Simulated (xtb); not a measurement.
C4H4S, charge -1, doublet, geometry from GFN2-xTB (a state made from the parent by changing its charge; the spin is typed, not shown lowest); xtb with GFN1-xTB.

Input for xtb:
```
$ xtb mol.xyz --gfn 1 --chrg -1 --uhf 1 --grad --json

# file mol.xyz
9

C      0.37858705    -1.40799270     0.17076680
C     -0.96397958    -1.08753912     0.20720749
C     -1.23029263     0.24736622    -0.10972511
S      0.27791884     1.18476965    -0.17944570
C      1.21958090    -0.29303038     0.11664142
H      0.77263208    -2.41463041     0.26988164
H     -1.76243806    -1.80491837     0.36921296
H     -2.13061493     0.79473067     0.13096781
H      2.25034507    -0.28432037    -0.20827477
```

It wrote (shortened):

```
   ID    Z sym.   atoms
    1    6 C      1-3, 5
    2   16 S      4
    3    1 H      6-9

           -------------------------------------------------
          |                Calculation Setup                |
           -------------------------------------------------

           -------------------------------------------------
          |                 G F N 1 - x T B                 |
           -------------------------------------------------

          ...................................................
          :                      SETUP                      :
          :.................................................:
          :  # basis functions                  34          :
          :  # atomic orbitals                  33          :
          :  # shells                           19          :
          :  # electrons                        27          :
          :  # halogen bonds                     0          :
          :  max. iterations                   250          :
          :  Hamiltonian                  GFN1-xTB          :
          :  restarted?                      false          :
          :  GBSA solvation                  false          :
          :  PC potential                    false          :
          :  electronic temp.          300.0000000     K    :
          :  accuracy                    1.0000000          :
          :  -> integral cutoff          0.2500000E+02      :
          :  -> integral neglect         0.1000000E-07      :
          :  -> SCF convergence          0.1000000E-05 Eh   :
          :  -> wf. convergence          0.2000000E-04 e    :
          :  Broyden damping             0.4000000          :
          :  net charge                         -1          :
          :  unpaired electrons                  1          :
          ...................................................

 iter      E             dE          RMSdq      gap      omega  full diag
   1    -14.5828876 -0.145829E+02  0.997E+00    1.96       0.0  T
   2    -14.5976081 -0.147205E-01  0.584E+00    2.05       1.0  T
   3    -14.5973579  0.250171E-03  0.674E-01    1.94       1.0  T
   4    -14.5986912 -0.133330E-02  0.126E-01    2.04       1.0  T
   5    -14.5987964 -0.105157E-03  0.247E-02    2.02       1.3  T
   6    -14.5988001 -0.371334E-05  0.125E-03    2.02      26.7  T
   7    -14.5988001 -0.402481E-08  0.354E-04    2.02      94.3  T
   8    -14.5988001 -0.348926E-09  0.799E-05    2.02     417.2  T
   9    -14.5988001 -0.373568E-11  0.126E-05    2.02    2650.7  T

   *** convergence criteria satisfied after 9 iterations ***

         :::::::::::::::::::::::::::::::::::::::::::::::::::::
         ::                     SUMMARY                     ::
         :::::::::::::::::::::::::::::::::::::::::::::::::::::
         :: total energy             -14.418617248671 Eh    ::
         :: gradient norm              0.026440071092 Eh/a0 ::
         :: HOMO-LUMO gap              2.022869285611 eV    ::
         ::.................................................::
         :: SCC energy               -14.598800080718 Eh    ::
         :: -> electrostatic           0.116149961938 Eh    ::
         :: repulsion energy           0.183638484211 Eh    ::
         :: dispersion energy         -0.003455652163 Eh    ::
         :: halogen bond corr.         0.000000000000 Eh    ::
         :: add. restraining           0.000000000000 Eh    ::
         :: total charge              -1.000000000000 e     ::
         :::::::::::::::::::::::::::::::::::::::::::::::::::::

           -------------------------------------------------
          |                Property Printout                |
           -------------------------------------------------

    * Orbital Energies and Occupations

         #    Occupation            Energy/Eh            Energy/eV
      -------------------------------------------------------------
         1        2.0000           -0.6201418             -16.8749
[...]
         3        2.0000           -0.3863781             -10.5139
         4        2.0000           -0.3597971              -9.7906
         5        2.0000           -0.3451610              -9.3923
         6        2.0000           -0.3332288              -9.0676
         7        2.0000           -0.2694147              -7.3311
         8        2.0000           -0.2576744              -7.0117
         9        2.0000           -0.2507482              -6.8232
        10        2.0000           -0.2408105              -6.5528
        11        2.0000           -0.2298315              -6.2540
        12        2.0000           -0.1756315              -4.7792
        13        2.0000           -0.1564718              -4.2578
        14        1.0000           -0.0265658              -0.7229 (HOMO)
        15                          0.0477733               1.3000 (LUMO)
        16                          0.0567610               1.5445
        17                          0.1141726               3.1068
        18                          0.1200369               3.2664
        19                          0.1216416               3.3100
        20                          0.1407971               3.8313
        21                          0.1414992               3.8504
        22                          0.2213295               6.0227
        23                          0.2369757               6.4484
        24                          0.2418199               6.5803
        25                          0.3704932              10.0816
       ...                                ...                  ...
        33                          0.8730633              23.7573
      -------------------------------------------------------------
                  HL-Gap            0.0743391 Eh            2.0229 eV
             Fermi-level           -0.0404575 Eh           -1.1009 eV

  Mulliken/CM5 charges         n(s)   n(p)   n(d)
     1C    -0.11652 -0.16960   1.029  3.088  0.000
     2C    -0.11652 -0.16960   1.029  3.088  0.000
     3C    -0.17527 -0.21543   1.039  3.136  0.000
     4S    -0.20075 -0.23699   1.925  4.233  0.043
     5C    -0.17527 -0.21543   1.039  3.136  0.000
     6H    -0.05393  0.00121   1.054  0.000  0.000
     7H    -0.05393  0.00121   1.054  0.000  0.000
     8H    -0.05390  0.00231   1.054  0.000  0.000
     9H    -0.05390  0.00231   1.054  0.000  0.000

Wiberg/Mayer (AO) data.
largest (>0.10) Wiberg bond orders for each atom

 ---------------------------------------------------------------------------
     #   Z sym  total        # sym  WBO       # sym  WBO       # sym  WBO
 ---------------------------------------------------------------------------
     1   6 C    3.958 --     2 C    1.442     5 C    1.392     6 H    0.972
     2   6 C    3.958 --     1 C    1.442     3 C    1.392     7 H    0.972
     3   6 C    3.704 --     2 C    1.392     4 S    1.097     8 H    0.984
                             5 C    0.110
     4  16 S    2.313 --     5 C    1.097     3 C    1.097
     5   6 C    3.704 --     1 C    1.392     4 S    1.097     9 H    0.984
                             3 C    0.110
     6   1 H    1.008 --     1 C    0.972
     7   1 H    1.008 --     2 C    0.972
     8   1 H    1.014 --     3 C    0.984
     9   1 H    1.014 --     5 C    0.984
 ---------------------------------------------------------------------------

Topologies differ in total number of bonds
Writing topology from bond orders to xtbtopo.mol

 dipole moment from electron density (au)
     X       Y       Z
   0.0684   0.2915  -0.0441  total (Debye):    0.769

           -------------------------------------------------
          | TOTAL ENERGY              -14.418617248671 Eh   |
          | GRADIENT NORM               0.026440071092 Eh/α |
          | HOMO-LUMO GAP               2.022869285611 eV   |
           -------------------------------------------------

normal termination of xtb
```
